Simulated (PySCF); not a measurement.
PySCF input for Cl₅Si₂, SMILES Cl[Si](Cl)[Si](Cl)(Cl)Cl, multiplicity 2, TDA-PBE/def2-SVPD. Coordinates come from a r2SCAN-D4/def2-SVP optimisation. The isomer is the one that the SMILES or the coordinates give; other isomers of the formula were not compared. Other conformers were not sampled.

```python
import numpy as np
from pyscf import gto, scf, dft, tdscf

mol = gto.M(
    atom='''
    Cl    2.21896579    0.04045837   -1.69645535
    Si    1.31445597   -0.73463207   -0.00000000
    Cl    2.21896580    0.04045837    1.69645534
    Si   -0.92044858   -0.01142570   -0.00000000
    Cl   -1.06713009    2.04060082    0.00000001
    Cl   -1.84763909   -0.75355853    1.67881341
    Cl   -1.84763909   -0.75355852   -1.67881340
    ''',
    basis='def2-SVPD',
    charge=0,
    spin=1,
    max_memory=1600,
    verbose=4,
)
mf = dft.UKS(mol, xc='pbe').density_fit(auxbasis='def2-universal-jkfit')
mf.grids.level = 3
mf.conv_tol = 1e-9
mf.max_cycle = 100
mf.kernel()
fine, coarse = mf.grids, dft.Grids(mol).set(level=1).build(with_non0tab=True)
for _ in range(3):  # follow internal instabilities
    mf.grids = coarse
    mo, _, stable, _ = mf.stability(return_status=True, nroots=4)
    mf.grids = fine
    if stable:
        break
    mf.kernel(mf.make_rdm1(mo, mf.mo_occ))
mf.grids = dft.Grids(mol).set(level=1).build(with_non0tab=True)  # coarser grid for the response kernel
td = tdscf.TDA(mf)
td.nstates = 10
td.conv_tol = 1e-4
td.positive_eig_threshold = 1e-6
td.kernel(x0=td.get_init_guess(mf, 15))
td.analyze()
```

Output:

```
PySCF version 2.14.0

[INPUT] verbose = 4
[INPUT] num. atoms = 7
[INPUT] num. electrons = 113
[INPUT] charge = 0
[INPUT] spin (= nelec alpha-beta = 2S) = 1
[INPUT] symmetry False subgroup None
[INPUT] Mole.unit = angstrom
[INPUT] Symbol           X                Y                Z      unit          X                Y                Z       unit  Magmom
[INPUT]  1 Cl     2.218965790000   0.040458370000  -1.696455350000 AA    4.193237622879   0.076455238746  -3.205835994053 Bohr   0.0
[INPUT]  2 Si     1.314455970000  -0.734632070000   0.000000000000 AA    2.483961786100  -1.388253414622   0.000000000000 Bohr   0.0
[INPUT]  3 Cl     2.218965800000   0.040458370000   1.696455340000 AA    4.193237641776   0.076455238746   3.205835975156 Bohr   0.0
[INPUT]  4 Si    -0.920448580000  -0.011425700000   0.000000000000 AA   -1.739395727945  -0.021591443781   0.000000000000 Bohr   0.0
[INPUT]  5 Cl    -1.067130090000   2.040600820000   0.000000010000 AA   -2.016583609382   3.856176679363   0.000000018897 Bohr   0.0
[INPUT]  6 Cl    -1.847639090000  -0.753558530000   1.678813410000 AA   -3.491531857141  -1.424019240530   3.172497559147 Bohr   0.0
[INPUT]  7 Cl    -1.847639090000  -0.753558520000  -1.678813400000 AA   -3.491531857141  -1.424019221633  -3.172497540250 Bohr   0.0

nuclear repulsion = 910.428663330081
number of shells = 75
number of NR pGTOs = 309
number of NR cGTOs = 183
basis = def2-SVPD
ecp = {}


******** <class 'pyscf.df.df_jk.DFUKS'> ********
method = DFUKS
initial guess = minao
damping factor = 0
level_shift factor = 0
DIIS = <class 'pyscf.scf.diis.CDIIS'>
diis_start_cycle = 1
diis_space = 8
diis_damp = 0
SCF conv_tol = 1e-09
SCF conv_tol_grad = None
SCF max_cycles = 100
direct_scf = False
number electrons alpha = 57  beta = 56
XC library pyscf.dft.libxc version 7.1.2
    S. Lehtola, C. Steigemann, M. J. T. Oliveira, and M. A. L. Marques,  SoftwareX 7, 1–5 (2018)
XC functionals = pbe
    J. P. Perdew, K. Burke, and M. Ernzerhof,  Phys. Rev. Lett. 77, 3865 (1996)
    J. P. Perdew, K. Burke, and M. Ernzerhof,  Phys. Rev. Lett. 78, 1396 (1997)
    J. P. Perdew, K. Burke, and M. Ernzerhof,  Phys. Rev. Lett. 77, 3865 (1996)
    J. P. Perdew, K. Burke, and M. Ernzerhof,  Phys. Rev. Lett. 78, 1396 (1997)
radial grids:
    Treutler-Ahlrichs [JCP 102, 346 (1995); DOI:10.1063/1.469408] (M4) radial grids

becke partition: Becke, JCP 88, 2547 (1988); DOI:10.1063/1.454033
pruning grids: <function nwchem_prune>
grids dens level: 3
symmetrized grids: False
atomic radii adjust function: <function treutler_atomic_radii_adjust>
small_rho_cutoff = 0
Set gradient conv threshold to 3.16228e-05
tot grids = 132760
init E= -2878.71927633498
  alpha nocc = 57  HOMO = -0.18843631886731  LUMO = -0.0796146401181275
  beta  nocc = 56  HOMO = -0.307311336222939  LUMO = -0.188436318867311

WARN: HOMO -0.18843631886731 >= LUMO -0.188436318867311

cycle= 1 E= -2878.0412174555  delta_E= 0.678  |g|= 0.327  |ddm|= 3.03
  alpha nocc = 57  HOMO = -0.246237219241443  LUMO = -0.104437751994471
  beta  nocc = 56  HOMO = -0.27831850334637  LUMO = -0.212777792426133
  HOMO = -0.246237219241  LUMO = -0.212777792426  gap/eV = 0.91048
cycle= 2 E= -2877.80574516759  delta_E= 0.235  |g|= 0.71  |ddm|=  1.6
  alpha nocc = 57  HOMO = -0.210020484154285  LUMO = -0.0677034152835791
  beta  nocc = 56  HOMO = -0.281361354068846  LUMO = -0.168861904037042
  HOMO = -0.210020484154  LUMO = -0.168861904037  gap/eV = 1.11998
cycle= 3 E= -2878.10411746334  delta_E= -0.298  |g|= 0.0726  |ddm|= 1.05
  alpha nocc = 57  HOMO = -0.219690698951723  LUMO = -0.0789352565438193
  beta  nocc = 56  HOMO = -0.293270679910343  LUMO = -0.176108572013993
  HOMO = -0.219690698952  LUMO = -0.176108572014  gap/eV = 1.18593
cycle= 4 E= -2878.10718589255  delta_E= -0.00307  |g|= 0.0227  |ddm|= 0.155
  alpha nocc = 57  HOMO = -0.219362943591799  LUMO = -0.0764191614568357
  beta  nocc = 56  HOMO = -0.291120679808972  LUMO = -0.173661523125159
  HOMO = -0.219362943592  LUMO = -0.173661523125  gap/eV = 1.24360
cycle= 5 E= -2878.10749576645  delta_E= -0.00031  |g|= 0.00488  |ddm|= 0.0441
  alpha nocc = 57  HOMO = -0.21885195498597  LUMO = -0.0761869933380708
  beta  nocc = 56  HOMO = -0.290846030012964  LUMO = -0.172605745455066
  HOMO = -0.218851954986  LUMO = -0.172605745455  gap/eV = 1.25842
cycle= 6 E= -2878.10751050613  delta_E= -1.47e-05  |g|= 0.00189  |ddm|= 0.0129
  alpha nocc = 57  HOMO = -0.219108689541447  LUMO = -0.0762622838496678
  beta  nocc = 56  HOMO = -0.290885302453926  LUMO = -0.172563941108652
  HOMO = -0.219108689541  LUMO = -0.172563941109  gap/eV = 1.26655
cycle= 7 E= -2878.10751282536  delta_E= -2.32e-06  |g|= 0.00055  |ddm|= 0.00457
  alpha nocc = 57  HOMO = -0.219160209291047  LUMO = -0.0762556563447785
  beta  nocc = 56  HOMO = -0.290888890782655  LUMO = -0.172525454114001
  HOMO = -0.219160209291  LUMO = -0.172525454114  gap/eV = 1.26900
cycle= 8 E= -2878.10751300183  delta_E= -1.76e-07  |g|= 0.000286  |ddm|= 0.00156
  alpha nocc = 57  HOMO = -0.219151842871045  LUMO = -0.0762543659698471
  beta  nocc = 56  HOMO = -0.290887355596974  LUMO = -0.172499017819886
  HOMO = -0.219151842871  LUMO = -0.17249901782  gap/eV = 1.26949
cycle= 9 E= -2878.10751305973  delta_E= -5.79e-08  |g|= 5.26e-05  |ddm|= 0.000628
  alpha nocc = 57  HOMO = -0.219156242748939  LUMO = -0.076255212354857
  beta  nocc = 56  HOMO = -0.29088639810331  LUMO = -0.172500667072734
  HOMO = -0.219156242749  LUMO = -0.172500667073  gap/eV = 1.26956
cycle= 10 E= -2878.10751306126  delta_E= -1.53e-09  |g|= 2.51e-05  |ddm|= 0.000126
  alpha nocc = 57  HOMO = -0.219156166892323  LUMO = -0.076255643172662
  beta  nocc = 56  HOMO = -0.29088665267967  LUMO = -0.172500102472621
  HOMO = -0.219156166892  LUMO = -0.172500102473  gap/eV = 1.26958
cycle= 11 E= -2878.10751306156  delta_E= -3.03e-10  |g|= 1.2e-05  |ddm|= 6.68e-05
  alpha nocc = 57  HOMO = -0.219156666139819  LUMO = -0.0762547582418109
  beta  nocc = 56  HOMO = -0.290886338966299  LUMO = -0.1725004367115
  HOMO = -0.21915666614  LUMO = -0.172500436711  gap/eV = 1.26958
Extra cycle  E= -2878.10751306139  delta_E= 1.71e-10  |g|= 2.09e-05  |ddm|= 6.03e-05
converged SCF energy = -2878.10751306139  <S^2> = 0.75247819  2S+1 = 2.0024767
tot grids = 44408
uhf_internal: lowest eigs of H = [0.95429619 0.95883532 0.96171774 0.96377525]
<class 'pyscf.df.df_jk.DFUKS'> wavefunction is stable in the internal stability analysis
tot grids = 44408
Overwritten attributes  positive_eig_threshold  of <class 'pyscf.tdscf.uks.TDA'>


******** <class 'pyscf.tdscf.uks.TDA'> for <class 'pyscf.df.df_jk.DFUKS'> ********
nstates = 10
deg_eia_thresh = 1.000e-03
wfnsym = None
conv_tol = 0.0001
eigh lindep = 1e-12
eigh level_shift = 0
eigh max_cycle = 100


Excitation energies (eV)
[3.2644201  3.50647131 3.63014008 3.74346926 3.77117377 3.87932162
 3.89735427 4.16244766 4.24532663 4.35557062]

** Excitation energies and oscillator strengths **
Excited State   1:      3.26442 eV    379.80 nm  f=0.0140
      57a ->   58a     -0.18926
      57a ->   60a     -0.11190
      56b ->   57b     -0.96768
Excited State   2:      3.50647 eV    353.59 nm  f=0.0008
      55b ->   57b      0.99888
Excited State   3:      3.63014 eV    341.54 nm  f=0.0000
      54b ->   57b      0.99938
Excited State   4:      3.74347 eV    331.20 nm  f=0.0061
      57a ->   58a      0.96243
      57a ->   60a     -0.17243
      56b ->   57b     -0.15883
Excited State   5:      3.77117 eV    328.77 nm  f=0.0002
      57a ->   59a      0.98400
      51b ->   57b      0.13410
Excited State   6:      3.87932 eV    319.60 nm  f=0.0078
      57a ->   60a      0.14376
      52b ->   57b     -0.98309
Excited State   7:      3.89735 eV    318.12 nm  f=0.0029
      51b ->   57b      0.30971
      53b ->   57b      0.94641
Excited State   8:      4.16245 eV    297.86 nm  f=0.0133
      57a ->   59a      0.15145
      51b ->   57b     -0.93323
      53b ->   57b      0.28678
Excited State   9:      4.24533 eV    292.05 nm  f=0.0752
      57a ->   58a     -0.14548
      57a ->   60a     -0.94725
      49b ->   57b     -0.11489
      52b ->   57b     -0.11308
      56b ->   57b      0.12864
Excited State  10:      4.35557 eV    284.66 nm  f=0.0064
      50b ->   57b      0.99295

** Transition electric dipole moments (AU) **
state          X           Y           Z        Dip. S.      Osc.
  1        -0.3654      0.2023      0.0000      0.1745      0.0140
  2         0.0000     -0.0000     -0.0968      0.0094      0.0008
  3        -0.0000      0.0000      0.0073      0.0001      0.0000
  4        -0.2404      0.0911      0.0000      0.0661      0.0061
  5        -0.0000      0.0000     -0.0442      0.0020      0.0002
  6         0.2592     -0.1203     -0.0000      0.0816      0.0078
  7        -0.0000      0.0000     -0.1758      0.0309      0.0029
  8         0.0000      0.0000     -0.3613      0.1305      0.0133
  9         0.8064     -0.2703     -0.0000      0.7233      0.0752
 10        -0.2436     -0.0157     -0.0000      0.0596      0.0064

** Transition velocity dipole moments (imaginary part, AU) **
state          X           Y           Z        Dip. S.      Osc.
  1        -0.0251     -0.0201      0.0000      0.0010      0.0058
  2         0.0000      0.0000      0.0036      0.0000      0.0001
  3        -0.0000     -0.0000      0.0075      0.0001      0.0003
  4        -0.0127     -0.0359      0.0000      0.0015      0.0070
  5        -0.0000     -0.0000     -0.0209      0.0004      0.0021
  6         0.0109      0.0123      0.0000      0.0003      0.0013
  7        -0.0000     -0.0000      0.0090      0.0001      0.0004
  8        -0.0000     -0.0000      0.0053      0.0000      0.0001
  9         0.0730      0.0013     -0.0000      0.0053      0.0228
 10        -0.0133     -0.0017      0.0000      0.0002      0.0007

** Transition magnetic dipole moments (imaginary part, AU) **
state          X           Y           Z
  1        -0.0000     -0.0000      0.2812
  2        -0.0932     -0.0474     -0.0000
  3         0.1955      0.1471      0.0000
  4         0.0000      0.0000      0.5226
  5        -0.5127     -0.0302      0.0000
  6         0.0000     -0.0000     -0.2703
  7         0.0455     -0.0352      0.0000
  8        -0.1087      0.0638      0.0000
  9        -0.0000     -0.0000     -0.7041
 10        -0.0000      0.0000     -0.0753
```

The run converged.

Cost: very roughly 7 core-minutes.
